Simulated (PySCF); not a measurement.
**Does the structure fit the spectrum?**

A compound C7H11NOSi gives the data below (simulated from a calculation) and was assigned the structure `C/N=C/c1ccc([SiH2]C)o1`.

¹³C{¹H} NMR (computed): δ 142.3 (C), 139.6 (CH), 134.1 (C), 126.9 (CH2), 119.9 (C), 58.5 (CH3), -5.2 (CH3).

¹H NMR (500 MHz, computed): δ 7.53 (m, 1H), 5.65 (m, 1H), 5.64 (m, 1H), 4.77 (q, 2H), 4.07 (s, 3H), 0.32 (t, 3H).

Computed data (PySCF 2.14): NMR shieldings at PBE0/pcSseg-1/GIAO, structure optimised with GFN2-xTB. Equivalent nuclei averaged, no relativistic terms, isolated molecule, a single conformation.

References, each an isolated molecule treated in the same way: ¹H, ¹³C against TMS.

Q: Compare with the shifts computed for the proposed structure, pairing carbons in order of shift.

A: Atoms are numbered as in `[CH3:1]/[N:2]=[CH:3]/[c:4]1[cH:5][cH:6][c:7]([SiH2:8][CH3:9])[o:10]1`; H(Xn) means a hydrogen on atom n.

| atom | computed for proposal | given list | difference |
| --- | --- | --- | --- |
| C4 | 166.7 | 142.3 | +24.4 |
| C7 | 159.7 | 139.6 | +20.1 |
| C3 | 155.1 | 134.1 | +21.0 |
| C6 | 129.7 | 126.9 | +2.8 |
| C5 | 118.8 | 119.9 | -1.1 |
| C1 | 52.4 | 58.5 | -6.1 |
| C9 | -9.4 | -5.2 | -4.2 |

The rms difference is 14.6 ppm and the largest +24.4 ppm at C4 (substituted aromatic carbon next to the ring oxygen). The carbon types in order of shift don't match either: C, C, CH, CH, CH, CH3, CH3 for the proposal against C, CH, C, CH2, C, CH3, CH3 in the data. The proposal doesn't fit.

Q: Which isomer fits?

A: `[SiH2](/C(C=C)=C(\C#N)OC)C`.

Carbon types of the structure: 3 × C, 1 × CH, 1 × CH2, 2 × CH3, leaving 2 H on heteroatoms. δC 142.3: alkene carbon bearing oxygen; an sp2 carbon further deshielded by the attached heteroatom. δC 139.6: alkene CH; as expected for a trigonal carbon in a double bond. δC 126.9: terminal =CH2 carbon; the olefinic region. δC 119.9: nitrile carbon; C≡N carbons fall here, among the sp2 signals but without a proton.

This is the structure that produced the data.

Shifts are as computed. Against solution values, carbons near 30 ppm lie about +3 ppm off and those near 130 ppm about +5 ppm. Of 1309 compounds with measured shifts, 239 miss one by over three times the rms of a fit or turn the order of signals round; such compounds aren't used in these exercises. Multiplicities follow the n + 1 count of equivalent neighbours, as no J values were calculated; m marks all less simple cases, F and P coupling included.
